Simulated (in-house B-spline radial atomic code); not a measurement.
The numbers below are computed, except where a source is named.
## C6 from the polarisability at imaginary frequency: O⁴⁺

wB97X linear response of the closed shell [He] 2s2, from an all-electron radial atomic-structure program (B-spline basis); scalar-relativistic (spin-free one-electron X2C), finite nucleus, no spin-orbit coupling.

The dispersion coefficient of two like species is C6 = (3/π) ∫ α(iu)² du from 0 to ∞.

| u (hartree) | α(iu) (bohr³) |
| --- | --- |
| 0 | 1.258 |
| 0.335 | 1.024 |
| 0.783 | 0.582 |
| 1.34 | 0.3154 |
| 2.24 | 0.1618 |
| 3.35 | 0.09345 |
| 5.03 | 0.05203 |
| 7.83 | 0.02657 |
| 11.2 | 0.01521 |
| 16.8 | 0.008046 |
| 28 | 0.003551 |
| 55.9 | 0.001086 |

(1) Fit one oscillator, α(iu) = α(0)/(1 + u²/ω²), through u = 0.335 and estimate C6.

(2) How does that compare with the full integral?

## Answers

(1) From α(0)/α(iu) − 1 = 1.258/1.024 − 1 = 0.2285, ω = u/√0.2285 = 0.7008 hartree (19.1 eV). London's formula gives C6 = (3/4) α(0)² ω = 0.75 × 1.258² × 0.7008 = 0.8318 hartree·bohr⁶, and the oscillator holds f = α(0) ω² = 0.62 electrons, of a sum of oscillator strengths of 4.0.

(2) The program's quadrature over all excitations gives C6 = 0.8901, so the single oscillator is off by -6.6 %. At the last point the fit gives α = 0.000198 against 0.00109: higher excitations, and deeper shells where there are any, keep the true curve higher at large u.
